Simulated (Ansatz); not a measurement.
System: GeO, charge 1, doublet. GeO+ (parent SMILES [O]=[Ge], doublet).
B3LYP-D3(BJ)/def2-TZVP minimum from Ansatz (a quantum-chemistry and plane-wave program):
```
Ge
O 1 1.7843
```
Charge +1, spin multiplicity 2.

Total energies in aug-cc-pVTZ, 9 correlated electrons, 15 frozen orbitals. UHF or UKS for unpaired electrons; spin-orbit terms are left out. Cores are frozen in correlated methods (noble-gas shells, and filled d and f shells in the p block). No relativity. The spin of GeO+ (parent SMILES [O]=[Ge], doublet) was assumed, and the state is the lowest solution found for it.

| method | program | energy (Eh) | minus CCSDT(Q) (mEh) |
|---|---|---|---|
| HF | Ansatz | -2149.96769 | 286.92 |
| MP2 | Ansatz | -2150.22210 | 32.50 |
| CCSD | Ansatz | -2150.24193 | 12.68 |
| CCSD(T) | Ansatz | -2150.25293 | 1.68 |
| CCSDT(Q) | Ansatz | -2150.25461 | 0.00 |

Rough core times of Ansatz's runs on a shared machine: CCSD(T) 60 s, CCSDT(Q) 6 min.
